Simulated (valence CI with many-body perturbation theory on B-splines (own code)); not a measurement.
**Ga XVIII: electric-dipole lines**

Computed by valence CI with perturbative core correlation (CI+MBPT): four valence electrons over a frozen Dirac-Fock core [Ne], radial functions for each j: 11 s, 11 p, 10 d, 8 f, 5 g, 2 h, with the one-electron correlation potential Σ1 (screened to all orders), the two-electron term Σ2, the three-electron term Σ3, Breit, model QED; selected single and double excitations, second order for the rest, scaled by the run's own slope (own B-spline code, finite nucleus).

No measured levels were compared; by estimate levels of excited configurations hold to 0.05 to 0.15 % of their energy, terms of the ground configuration to about 0.5 %. Among the levels kept, up to 810 cm⁻¹ of a level comes from second order outside the variational space, and about a tenth of that is noise between levels of different J, which matters for small intervals.

Lines 1 to 50 of 562 in falling wavelength, among levels below 1662500 cm⁻¹, chosen from the strongest by gf and those to the six lowest levels. Wavelengths and rates use the calculated energies, so an error of 300 cm⁻¹ moves a line at 437.4 Å by 0.13 % and its rate by three times that or more. Electric multipoles are in the length gauge, E1 and E2 with the static RPA response of the core. Weak lines are less certain than strong ones. Lines between different terms over intervals too small for the method are left out, as are lines whose strength nearly cancels. Where a level lies close to another of its J and parity, the split of strength between their lines is uncertain. The highest levels of a list are the least certain.

Names give the largest LS component (configuration and term), which can be under half, so a name can repeat, a term be missing and a line seem to break the LS rules; names also repeat where a configuration has a term twice. Letters in brackets count levels of one name in rising energy.

| λ vac (Å) | Upper | Lower | A (s⁻¹) | S (a.u.) |
| --- | --- | --- | --- | --- |
| 437.4 | 3s3p³ ⁵S°_2 | 3s²3p² ¹D_2 | 3.20e+06 | 6.61e-04 |
| 379.5 | 3s3p³ ³D°_1 | 3s²3p² ¹S_0 | 1.13e+07 | 9.17e-04 |
| 360.0 | 3s3p³ ⁵S°_2 | 3s²3p² ³P_2 | 4.90e+07 | 5.64e-03 |
| 359.6 | 3p³3d ³G°_5 | 3s3p²3d ³F_4 [c] | 2.03e+09 | 5.13e-01 |
| 351.4 | 3p³3d ³G°_3 | 3s3p²3d ³F_2 [c] | 1.35e+09 | 2.03e-01 |
| 342.5 | 3s3p3d² ⁵D°_3 [b] | 3s3p²3d ¹F_3 [b] | 8.15e+08 | 1.13e-01 |
| 341.2 | 3p³3d ³F°_3 [a] | 3s3p²3d ³F_3 [b] | 8.20e+08 | 1.12e-01 |
| 340.5 | 3p³3d ³G°_4 | 3s3p²3d ³F_3 [c] | 1.26e+09 | 2.21e-01 |
| 338.5 | 3s3p³ ⁵S°_2 | 3s²3p² ³P_1 | 4.62e+07 | 4.42e-03 |
| 334.1 | 3p³3d ³F°_2 [a] | 3s3p²3d ³F_2 [b] | 1.30e+09 | 1.20e-01 |
| 320.4 | 3p³3d ³F°_2 [b] | 3s3p²3d ³D_1 [d] | 1.53e+09 | 1.24e-01 |
| 312.1 | 3s3p³ ³D°_1 | 3s²3p² ¹D_2 | 1.32e+08 | 5.93e-03 |
| 310.9 | 3s3p³ ³D°_2 | 3s²3p² ¹D_2 | 2.92e+07 | 2.16e-03 |
| 304.0 | 3s3p³ ³P°_1 | 3s²3p² ¹S_0 | 1.01e+08 | 4.19e-03 |
| 304.0 | 3p³3d ³D°_3 [c] | 3s3p²3d ¹F_3 [b] | 1.25e+09 | 1.22e-01 |
| 300.9 | 3s3p³ ³D°_3 | 3s²3p² ¹D_2 | 4.62e+08 | 4.35e-02 |
| 296.1 | 3p³3d ³F°_4 | 3s3p²3d ³D_3 [d] | 2.14e+09 | 2.46e-01 |
| 291.9 | 3p³3d ³G°_4 | 3s3p²3d ³F_3 [b] | 1.00e+09 | 1.11e-01 |
| 289.3 | 3s3p3d² ³G°_5 | 3s²3d² ³F_4 | 8.04e+08 | 1.06e-01 |
| 288.1 | 3p³3d ³D°_2 [b] | 3s3p²3d ³D_3 [c] | 1.68e+09 | 9.91e-02 |
| 285.4 | 3s3p3d² ³G°_3 [b] | 3s²3d² ³F_2 | 1.31e+09 | 1.05e-01 |
| 271.0 | 3p⁴ ¹D_2 | 3s3p³ ¹D°_2 | 5.91e+09 | 2.90e-01 |
| 270.6 | 3p³3d ³P°_2 [b] | 3s3p²3d ³D_3 [c] | 2.34e+09 | 1.14e-01 |
| 270.6 | 3s3p³ ³D°_1 | 3s²3p² ³P_2 | 7.79e+07 | 2.29e-03 |
| 270.6 | 3p³3d ³F°_4 | 3s3p²3d ³F_4 [c] | 2.70e+09 | 2.38e-01 |
| 270.5 | 3p³3d ³D°_3 [c] | 3s3p²3d ³P_2 [c] | 1.59e+09 | 1.08e-01 |
| 265.5 | 3p³3d ³G°_4 | 3s3p²3d ³G_5 | 1.31e+09 | 1.09e-01 |
| 265.1 | 3p³3d ¹F°_3 | 3s3p²3d ¹D_2 [b] | 2.55e+09 | 1.64e-01 |
| 262.1 | 3s3p³ ³D°_3 | 3s²3p² ³P_2 | 1.90e+09 | 1.19e-01 |
| 260.4 | 3p³3d ³G°_5 | 3s3p²3d ³G_5 | 5.10e+09 | 4.88e-01 |
| 260.1 | 3p³3d ³G°_3 | 3s3p²3d ³G_3 | 3.28e+09 | 2.00e-01 |
| 259.8 | 3p³3d ³G°_4 | 3s3p²3d ³G_4 | 3.24e+09 | 2.53e-01 |
| 259.2 | 3s3p³ ³P°_1 | 3s²3p² ¹D_2 | 9.43e+07 | 2.43e-03 |
| 258.2 | 3s3p³ ³D°_1 | 3s²3p² ³P_1 | 2.46e+08 | 6.27e-03 |
| 258.0 | 3s3p³ ³P°_2 | 3s²3p² ¹D_2 | 7.67e+07 | 3.25e-03 |
| 257.4 | 3s3p³ ³D°_2 | 3s²3p² ³P_1 | 2.92e+09 | 1.23e-01 |
| 255.6 | 3p³3d ¹D°_2 [a] | 3s3p²3d ¹F_3 [a] | 4.87e+09 | 2.01e-01 |
| 254.7 | 3s3p3d² ³F°_3 | 3s3p²3d ¹D_2 [b] | 2.33e+09 | 1.33e-01 |
| 254.2 | 3p³3d ³P°_2 [b] | 3s3p²3d ³S_1 | 2.89e+09 | 1.17e-01 |
| 251.8 | 3p³3d ¹G°_4 | 3s3p²3d ¹F_3 [a] | 6.07e+09 | 4.30e-01 |
| 247.8 | 3p³3d ¹G°_4 | 3s3p²3d ¹G_4 | 9.99e+09 | 6.75e-01 |
| 247.6 | 3p³3d ³D°_3 [a] | 3s3p²3d ³P_2 [a] | 1.69e+09 | 8.86e-02 |
| 244.9 | 3p³3d ⁵D°_1 | 3s3p²3d ⁵P_1 | 5.22e+09 | 1.14e-01 |
| 244.8 | 3s3p²3d ¹F_3 [a] | 3s²3p3d ³P°_2 | 2.45e+09 | 1.24e-01 |
| 243.0 | 3p³3d ¹G°_4 | 3s3p²3d ³D_3 [a] | 3.34e+09 | 2.13e-01 |
| 242.7 | 3p³3d ¹F°_3 | 3s3p²3d ¹D_2 [a] | 1.87e+09 | 9.21e-02 |
| 242.6 | 3p³3d ⁵D°_3 | 3s3p²3d ³P_2 [a] | 1.66e+09 | 8.18e-02 |
| 242.4 | 3p³3d ³F°_4 | 3s3p²3d ³D_3 [b] | 3.87e+09 | 2.45e-01 |
| 241.1 | 3s3p²3d ¹D_2 [b] | 3s²3p3d ¹P°_1 | 2.97e+09 | 1.03e-01 |
| 240.8 | 3s3p³ ³D°_1 | 3s²3p² ³P_0 | 3.30e+09 | 6.83e-02 |
